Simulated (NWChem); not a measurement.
System: SiHSBr, singlet; SMILES S[Si]Br

Here is an NWChem input.

```
start job
memory heap 200 mb stack 900 mb global 1100 mb
geometry units angstroms noautoz
  Si     1.062293    -0.632626    -0.007550
  Br    -0.181461     1.256254     0.007851
  S     -0.567256    -2.029022    -0.011637
  H      0.250236    -3.109091    -0.020652
end
basis spherical
  Si library def2-svp
  Br library def2-svp
  S library def2-svp
  H library def2-svp
end
dft
  xc m06-2x
  iterations 150
  vectors input atomic output neutral.movecs
end
task dft energy
charge 1
dft
  odft
  mult 2
  vectors input atomic output cation.movecs
end
task dft energy
```

NWChem printed, in part:

```
             Northwest Computational Chemistry Package (NWChem) 7.3.0
             --------------------------------------------------------

 CS  symmetry detected

                             Geometry "geometry" -> ""
                             -------------------------

 Output coordinates in angstroms (scale by  1.889725989 to convert to a.u.)

  No.       Tag          Charge          X              Y              Z
 ---- ---------------- ---------- -------------- -------------- --------------
    1 Si                  14.0000     1.06495644    -0.62899903     0.00000000
    2 Br                  35.0000    -0.17289333     1.26381812     0.00000000
    3 S                   16.0000    -0.56895524    -2.02029377     0.00000000
    4 H                    1.0000     0.24516034    -3.10294759     0.00000000

 Effective nuclear repulsion energy (a.u.)     272.7853559123

      Symmetry information
      --------------------

 Group name             Cs
 Group number              2
 Group order               2
 No. of unique centers     4

                                 NWChem DFT Module
                                 -----------------

 Summary of "ao basis" -> "ao basis" (spherical)
 ------------------------------------------------------------------------------
       Tag                 Description            Shells   Functions and Types
 ---------------- ------------------------------  ------  ---------------------
 Si                         def2-svp                 8       18   4s3p1d
 Br                         def2-svp                12       32   5s4p3d
 S                          def2-svp                 8       18   4s3p1d
 H                          def2-svp                 3        5   2s1p

      Symmetry analysis of basis
      --------------------------

        a'         52
        a"         21

            General Information
            -------------------
          SCF calculation type: DFT
          Wavefunction type:  closed shell.
          No. of atoms     :     4
          No. of electrons :    66
           Alpha electrons :    33
            Beta electrons :    33
          Charge           :     0
          Spin multiplicity:     1
          Use of symmetry is: on ; symmetry adaption is: on
          Maximum number of iterations: 150
          AO basis - number of functions:    73
                     number of shells:    31
          Convergence on energy requested:  1.00D-06
          Convergence on density requested:  1.00D-05
          Convergence on gradient requested:  5.00D-04

              XC Information
              --------------
                       M06-2X Method XC Functional
                     Hartree-Fock (Exact) Exchange  0.540
                        M06-2X Exchange Functional  1.000
                      M06-2X Correlation Potential  1.000

             Grid Information
             ----------------
          Grid used for XC integration:  medium
          Radial quadrature: Mura-Knowles
          Angular quadrature: Lebedev.
          Tag              B.-S. Rad. Rad. Pts. Rad. Cut. Ang. Pts.
          ---              ---------- --------- --------- ---------
          Si                  1.10       88           8.0       590
          Br                  1.15      112          11.0       590
          S                   1.00       88          10.0       590
          H                   0.35       45          11.0       434
          Grid pruning is: on
          Number of quadrature shells:   333
          Spatial weights used:  Erf1

      Superposition of Atomic Density Guess
      -------------------------------------

 Sum of atomic energies:       -3258.67095032

      Non-variational initial energy
      ------------------------------

 Total energy =   -3259.167271
 1-e energy   =   -5076.757910
 2-e energy   =    1544.805283
 HOMO         =      -0.241446
 LUMO         =      -0.036023

      Symmetry analysis of molecular orbitals - initial
      -------------------------------------------------

  Numbering of irreducible representations:

     1 a'          2 a"

  Orbital symmetries:

     1 a'          2 a'          3 a'          4 a'          5 a'
     6 a'          7 a"          8 a'          9 a'         10 a'
    11 a'         12 a"         13 a'         14 a'         15 a"
    16 a'         17 a'         18 a'         19 a"         20 a'
    21 a'         22 a"         23 a'         24 a"         25 a'
    26 a'         27 a'         28 a'         29 a'         30 a"
    31 a'         32 a"         33 a'         34 a"         35 a'
    36 a'         37 a'         38 a'         39 a'         40 a'
    41 a'         42 a'         43 a"

   convergence    iter        energy       DeltaE   RMS-Dens  Diis-err
 ---------------- ----- ----------------- --------- --------- ---------
 d= 0,ls=0.0,diis     1  -3261.9258069021 -3.53D+03  1.30D-02  2.91D-01
 d= 0,ls=0.0,diis     2  -3261.9329261829 -7.12D-03  7.22D-03  2.20D-01
 d= 0,ls=0.0,diis     3  -3261.9698049744 -3.69D-02  1.07D-03  7.71D-03
 d= 0,ls=0.0,diis     4  -3261.9707918590 -9.87D-04  2.27D-04  3.40D-04
 d= 0,ls=0.0,diis     5  -3261.9708351987 -4.33D-05  8.42D-05  6.50D-06
  Resetting Diis
 d= 0,ls=0.0,diis     6  -3261.9708369664 -1.77D-06  3.08D-05  3.45D-06
 d= 0,ls=0.0,diis     7  -3261.9708375282 -5.62D-07  7.71D-06  4.19D-08

         Total DFT energy =    -3261.970837528224
      One electron energy =    -5078.506155553222
           Coulomb energy =     1682.129755086914
    Exchange-Corr. energy =     -138.379792974242
 Nuclear repulsion energy =      272.785355912325

 Numeric. integr. density =       65.999995554445

                  Occupations of the irreducible representations
                  ----------------------------------------------

                     irrep           alpha         beta
                     --------     --------     --------
                     a'               25.0         25.0
                     a"                8.0          8.0

                       DFT Final Molecular Orbital Analysis
                       ------------------------------------

 Vector   31  Occ=2.000000D+00  E=-3.638039D-01  Symmetry=a'
              MO Center=  1.8D-02,  8.4D-01, -4.8D-15, r^2= 2.8D+00
   Bfn.  Coefficient  Atom+Function         Bfn.  Coefficient  Atom+Function
  ----- ------------  ---------------      ----- ------------  ---------------
    34      0.446340  2 Br py                31      0.384472  2 Br py
    33      0.342862  2 Br px                30      0.293670  2 Br px
    28     -0.256248  2 Br py                27     -0.196517  2 Br px
     3      0.142433  1 Si s                 69     -0.117947  4 H  s
    54      0.112053  3 S  s                 11      0.110225  1 Si px

 Vector   32  Occ=2.000000D+00  E=-3.384578D-01  Symmetry=a"
              MO Center= -3.6D-01, -9.9D-01, -9.6D-14, r^2= 3.8D+00
   Bfn.  Coefficient  Atom+Function         Bfn.  Coefficient  Atom+Function
  ----- ------------  ---------------      ----- ------------  ---------------
    63      0.535454  3 S  pz                60      0.368519  3 S  pz
    35     -0.362846  2 Br pz                32     -0.295588  2 Br pz
    57      0.208978  3 S  pz                29      0.197872  2 Br pz
    13      0.080308  1 Si pz                26     -0.064209  2 Br pz
    10      0.059496  1 Si pz                15     -0.057037  1 Si d -1

 Vector   33  Occ=2.000000D+00  E=-2.993176D-01  Symmetry=a'
              MO Center=  6.9D-01, -5.3D-01, -1.3D-15, r^2= 4.1D+00
   Bfn.  Coefficient  Atom+Function         Bfn.  Coefficient  Atom+Function
  ----- ------------  ---------------      ----- ------------  ---------------
     3      0.395549  1 Si s                  4      0.379135  1 Si s
    33     -0.360245  2 Br px                61     -0.311865  3 S  px
    30     -0.279572  2 Br px                 8      0.264389  1 Si px
     2      0.228193  1 Si s                 11      0.229128  1 Si px
    58     -0.212719  3 S  px                27      0.185583  2 Br px

 Vector   34  Occ=0.000000D+00  E=-6.674273D-02  Symmetry=a"
              MO Center=  8.3D-01, -6.5D-01,  3.5D-15, r^2= 3.4D+00
   Bfn.  Coefficient  Atom+Function         Bfn.  Coefficient  Atom+Function
  ----- ------------  ---------------      ----- ------------  ---------------
    13      0.729676  1 Si pz                10      0.387431  1 Si pz
    63     -0.352723  3 S  pz                35     -0.269755  2 Br pz
     7     -0.204765  1 Si pz                60     -0.171401  3 S  pz
    32     -0.152564  2 Br pz                29      0.102976  2 Br pz
    57     -0.098127  3 S  pz                47     -0.036085  2 Br d -1

 Vector   35  Occ=0.000000D+00  E= 2.357579D-02  Symmetry=a'
              MO Center=  1.0D+00, -5.1D-01, -1.3D-15, r^2= 3.9D+00
   Bfn.  Coefficient  Atom+Function         Bfn.  Coefficient  Atom+Function
  ----- ------------  ---------------      ----- ------------  ---------------
    12      1.092289  1 Si py                23     -0.485231  2 Br s
    34      0.474605  2 Br py                33     -0.427081  2 Br px
     9      0.315454  1 Si py                61      0.292932  3 S  px
     3      0.216080  1 Si s                 22     -0.213732  2 Br s
    11     -0.211009  1 Si px                54      0.210250  3 S  s

 Vector   36  Occ=0.000000D+00  E= 5.988349D-02  Symmetry=a'
              MO Center=  1.1D-01, -2.6D+00, -1.1D-13, r^2= 3.2D+00
   Bfn.  Coefficient  Atom+Function         Bfn.  Coefficient  Atom+Function
  ----- ------------  ---------------      ----- ------------  ---------------
    70      1.284452  4 H  s                 62      0.848600  3 S  py
    54     -0.688886  3 S  s                 61     -0.403843  3 S  px
     3     -0.398977  1 Si s                 69      0.287532  4 H  s
     4      0.255881  1 Si s                 59      0.234504  3 S  py
    56      0.143968  3 S  py                53     -0.132691  3 S  s

[...]
```

Level: M06-2X/def2-SVP, vertical spin-unrestricted ions. Low-valent species are run as closed-shell singlets; no triplet was tried in these runs. The geometry was optimised at PBE0/def2-SVP.
